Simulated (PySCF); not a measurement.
# Worked example: oscillator strength and radiative lifetime

C2H6N2OSi, SMILES C[Si@H](OC#N)N.

Geometry optimised at r2SCAN-D4/def2-SVP. The structure was generated by enumeration; whether it is a known compound was not checked. One conformer was computed; it need not be the lowest.

TDA-M06-2X/def2-SVPD run with PySCF puts the first singlet state with f over 0.02 at 7.34 eV (vertical), with the transition dipole (0.195, -0.032, 0.470) in atomic units.

Problem. Find the oscillator strength, the wavelength and the radiative lifetime that this transition would have in vacuum if emission retraced absorption.

Solution. 
|μ|² = 0.2599 au, so |μ| = 1.30 D. ΔE = 7.34/27.211 = 0.2697 hartree. f = (2/3) ΔE |μ|² = 0.047 (the program prints 0.047).
λ = 1239.84/7.34 = 169 nm; ν = 59201 cm⁻¹.
Einstein's coefficient A = 0.6670 ν² f s⁻¹ (ν in cm⁻¹) = 1.1e8 s⁻¹, so τ = 1/A = 9.2 ns. This state is S2; the lower singlet has f = 0.000. The figure is the radiative limit of this one transition; relaxation, internal conversion, crossing to triplets and a medium change what is measured.
